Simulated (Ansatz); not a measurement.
Hf₂Si, 3 atoms. Hardware: 2 threads of Arm Neoverse V2 on a shared host.

In the def2 sets Hf takes a core potential; there is no spin–orbit coupling. Correlated methods freeze 5 core orbitals; core or outer-core shells of Hf are correlated, in sets that lack core-valence functions.

Question: How many basis functions does each of these Ansatz runs have, and roughly what does it cost? LC-ωPBE (ω = 0.10 bohr⁻¹)/def2-TZVP, charge -1 doublet at the geometry of the charge 0 singlet, energy, from earlier orbitals; RPA@PBE/def2-TZVP, charge 0 triplet, energy, from earlier orbitals; PBE-D4/def2-TZVP, charge 0 singlet, energy and forces, from earlier orbitals; r2SCAN-D4/def2-TZVPD, charge -1 doublet at the geometry of the charge 0 singlet, energy, from earlier orbitals; r2SCAN-D4/def2-TZVP, charge 1 doublet at the geometry of the charge 0 singlet, energy, from earlier orbitals; CCSD(T)/def2-TZVPP, charge 0 singlet, energy, from earlier orbitals; LC-ωPBE (ω = 0.20 bohr⁻¹)/def2-TZVP, charge 1 doublet at the geometry of the charge 0 singlet, energy, from earlier orbitals; PBE0-D4/def2-TZVP, charge 0 unrestricted singlet, energy, from earlier orbitals; r2SCAN-D4/def2-TZVP, charge 0 quintet, relaxation, 5 steps; LDA (SPW92)/def2-TZVP, charge 0 singlet, energy, from earlier orbitals; LC-ωPBE (ω = 0.10 bohr⁻¹)/def2-TZVP, charge 0 quintet, energy, from earlier orbitals; PBE-D4/def2-TZVPD, charge -1 doublet at the geometry of the charge 0 singlet, energy, from earlier orbitals.

Answer: Other jobs shared the machine, so times can vary by a factor of up to 3. A dash marks memory too small to be measured apart from the calling script's.

```tsv
run	functions	fitting or Cholesky vectors	wall time	peak host memory (GiB)
LDA (SPW92)/def2-TZVP, charge 0 singlet, energy, from earlier orbitals	117	942	1.1 s	–
PBE-D4/def2-TZVP, charge 0 singlet, energy and forces, from earlier orbitals	117	942	2.7 s	–
RPA@PBE/def2-TZVP, charge 0 triplet, energy, from earlier orbitals	117	946	6.5 s	–
LC-ωPBE (ω = 0.20 bohr⁻¹)/def2-TZVP, charge 1 doublet at the geometry of the charge 0 singlet, energy, from earlier orbitals	117	942	13 s	–
PBE-D4/def2-TZVPD, charge -1 doublet at the geometry of the charge 0 singlet, energy, from earlier orbitals	129	1009	16 s	–
LC-ωPBE (ω = 0.10 bohr⁻¹)/def2-TZVP, charge 0 quintet, energy, from earlier orbitals	117	942	19 s	–
r2SCAN-D4/def2-TZVP, charge 1 doublet at the geometry of the charge 0 singlet, energy, from earlier orbitals	117	942	26 s	–
r2SCAN-D4/def2-TZVP, charge 0 quintet, relaxation, 5 steps	117	942	35 s	–
r2SCAN-D4/def2-TZVPD, charge -1 doublet at the geometry of the charge 0 singlet, energy, from earlier orbitals	129	1009	40 s	–
LC-ωPBE (ω = 0.10 bohr⁻¹)/def2-TZVP, charge -1 doublet at the geometry of the charge 0 singlet, energy, from earlier orbitals	117	942	53 s	–
PBE0-D4/def2-TZVP, charge 0 unrestricted singlet, energy, from earlier orbitals	117	1054	81 s	–
CCSD(T)/def2-TZVPP, charge 0 singlet, energy, from earlier orbitals	154	979	2.7 min	1.3
```
